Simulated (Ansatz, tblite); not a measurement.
Removing and adding an electron: the cluster V2N2. Charge 0, multiplicity 1. Geometry: PBE-D4/def2-SVP. Ansatz, gas phase; energy differences of separate SCF runs; the oxidised species was run as a doublet alone; the reduced species was run as a doublet alone.

| atom | x (Å) | y (Å) | z (Å) |
| --- | --- | --- | --- |
| V1 | 0.9755 | 0.2290 | 0.6593 |
| V2 | -0.9042 | 0.5813 | 0.5320 |
| N3 | -0.1718 | -0.9863 | -0.1921 |
| N4 | 0.1005 | 0.1760 | -0.9991 |

The xTB rows come from tblite. HOMO above LUMO, or a gap near zero within one spin, warns that the state may not be the lowest or that an electron is smeared out. The structure comes from a short search, and lower isomers may exist.

```tsv
level	−HOMO (eV)	vertical IE (eV)	−LUMO (eV)	vertical EA (eV)	HOMO–LUMO gap (eV)	IE − EA (eV)	remarks
GFN1-xTB	10.77	14.60	10.70	6.77	0.07	7.83	–
GFN2-xTB	8.73	13.12	8.66	4.28	0.07	8.85	–
PBE-D4/def2-TZVP	3.93	6.90	2.89	–	1.03	–	–
PBE-D4/def2-TZVPD	4.04	–	3.00	0.68	1.04	–	HOMO above zero (-1 doublet), gap within one spin near zero (-1 doublet)
r2SCAN-D4/def2-TZVP	4.11	6.75	2.56	–	1.55	–	–
r2SCAN-D4/def2-TZVPD	4.22	–	2.66	0.74	1.56	–	HOMO above zero (-1 doublet), spin-contaminated (⟨S²⟩ 0.87) (-1 doublet)
PBE0-D4/def2-TZVPD	5.04	–	1.72	0.68	3.32	–	HOMO above zero (-1 doublet), spin-contaminated (⟨S²⟩ 0.89) (-1 doublet)
```

Run but left out: PBE0-D4/def2-TZVP (singlet: restricted singlet, unstable towards broken spin symmetry).   A HOMO above zero means that the electron is unbound at that level or that self-interaction error raises the level; the energy of removing that electron tells which. Raw xTB energy differences between charge states are shifted by several eV; the methods need an empirical correction for them.
